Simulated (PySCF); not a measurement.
Computed shifts of a molecule C6H8, PBE0/pcSseg-1 (PySCF), GIAO, gas phase, equivalent atoms averaged, in ppm (number of nuclei): ¹³C: 152.1 (1), 124.3 (1), 91.2 (1), 78.1 (1), 36.4 (1), 26.3 (1). ¹H: 6.19 (1), 5.57 (2), 3.14 (1), 2.32 (1), 1.51 (3). References: ¹³C against TMS (σ = 186.3 ppm); ¹H against TMS (σ = 31.56 ppm), references at their B3LYP-D3(BJ)/def2-TZVP geometries, non-relativistic. Geometry: PBE0-D3(BJ)/def2-SVP. The values are those of a single conformer.

### Question
Which molecule gave these data?
A. CC1C=CC=C1
B. C=CC#CCC
C. C=C/C=C/C=C
D. C#C[C@H](C)C=C

### Answer
D, C#C[C@H](C)C=C
